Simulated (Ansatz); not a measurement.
Reaction (isomerisation): `CC[Si]F` → `F[SiH]1CC1`

Program: Ansatz. Geometries: PBE0-D4/def2-TZVP. ΔE: electronic, gas phase. CCSD(T)/CBS is the MP2 limit (def2-TZVPP, def2-QZVPP) plus CCSD(T) − MP2 in def2-TZVPP, frozen cores. DFT in def2-TZVPP. B3LYP here is the variant with VWN-RPA as its local correlation; programs differ in this. Each species was taken in one conformer, which may not be the lowest.

```csv
level,ΔE (kcal/mol),difference from CCSD(T)/CBS
LDA (SPW92),-5.1,-2.7
revPBE-D4,-1.9,0.5
BLYP-D4,1.3,3.7
CAM-B3LYP-D4,-1.8,0.6
ωB97X-V,-4.4,-2.0
revPBE,-2.5,-0.1
r2SCAN,-6.9,-4.5
B3LYP,-0.8,1.6
r2SCANh,-6.9,-4.5
r2SCAN0,-6.9,-4.5
CCSD/def2-SVP,3.2,5.6
HF/def2-TZVPP,-1.3,1.1
CCSD(T)/def2-TZVPP,-1.9,0.5
HF/def2-QZVPP,-1.3,1.1
HF/CBS(def2),-1.3,1.1
MP2/CBS(def2),-5.9,-3.5
CCSD(T)/CBS,-2.4,0
```

Largest T1 diagnostic among the species: 0.013.

From PBE to PBE0 (25 % exact exchange), in def2-TZVPP and without D4, ΔE moves by −1.6 kcal/mol. Leaving LDA and LC-ωPBE aside and taking each functional with its dispersion term where it has one, the values, not all of them listed here, spread over 8.2 kcal/mol, from r2SCANh-D4 to BLYP-D4. LDA lies −2.1 kcal/mol from PBE without D4. At CCSD(T), def2-SVP lies +5.3 kcal/mol from the extrapolated value and def2-TZVPP +0.5 kcal/mol.
